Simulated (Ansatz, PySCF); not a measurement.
Two conformers of C3H8O (SMILES CCCO), B3LYP-D3(BJ)/def2-TZVP minima.
Conformer 1 (charge 0, multiplicity 1):
```json
[
 {"atom": "C", "x (Å)": "-1.3751", "y (Å)": "0.2601", "z (Å)": "-0.3691"},
 {"atom": "C", "x (Å)": "-0.3731", "y (Å)": "-0.4113", "z (Å)": "0.5659"},
 {"atom": "C", "x (Å)": "1.0523", "y (Å)": "0.0652", "z (Å)": "0.3590"},
 {"atom": "O", "x (Å)": "1.4653", "y (Å)": "-0.3013", "z (Å)": "-0.9573"},
 {"atom": "H", "x (Å)": "-1.1154", "y (Å)": "0.0747", "z (Å)": "-1.4111"},
 {"atom": "H", "x (Å)": "-2.3854", "y (Å)": "-0.1150", "z (Å)": "-0.1971"},
 {"atom": "H", "x (Å)": "-1.3898", "y (Å)": "1.3421", "z (Å)": "-0.2143"},
 {"atom": "H", "x (Å)": "-0.3973", "y (Å)": "-1.4956", "z (Å)": "0.4255"},
 {"atom": "H", "x (Å)": "-0.6446", "y (Å)": "-0.2214", "z (Å)": "1.6087"},
 {"atom": "H", "x (Å)": "1.1015", "y (Å)": "1.1550", "z (Å)": "0.4872"},
 {"atom": "H", "x (Å)": "1.7104", "y (Å)": "-0.3924", "z (Å)": "1.1080"},
 {"atom": "H", "x (Å)": "2.3513", "y (Å)": "0.0398", "z (Å)": "-1.1121"}
]
```
Conformer 2 (charge 0, multiplicity 1):
```xyz
12

C     -1.533     0.225     0.089
C     -0.306    -0.298     0.830
C      0.989     0.083     0.139
O      2.075    -0.444     0.897
H     -2.452    -0.060     0.603
H     -1.585    -0.176    -0.927
H     -1.519     1.315     0.015
H     -0.282     0.095     1.850
H     -0.347    -1.387     0.913
H      0.997    -0.321    -0.883
H      1.063     1.176     0.064
H      2.901    -0.207     0.464
```

No zero-point or thermal terms.

Correlated levels freeze the cores. Rows in 3-21G carry no dispersion term and start afresh at each structure.

Programs: Ansatz (Gaussian basis) for Hartree–Fock, density functionals and correlated methods; PySCF for 3-21G rows, the dispersion terms. Values without a source in brackets are computed.

What electronic energy of conformer 2 less that of conformer 1 does CAM-B3LYP-D4/def2-TZVPP give?

7 meV

What is the computed electronic energy of conformer 2 less that of conformer 1 (B2PLYP/def2-TZVPP)?

3 meV

Predict the electronic energy of conformer 2 less that of conformer 1 from HF/3-21G.

16 meV

Ansatz is a program for electronic structure.
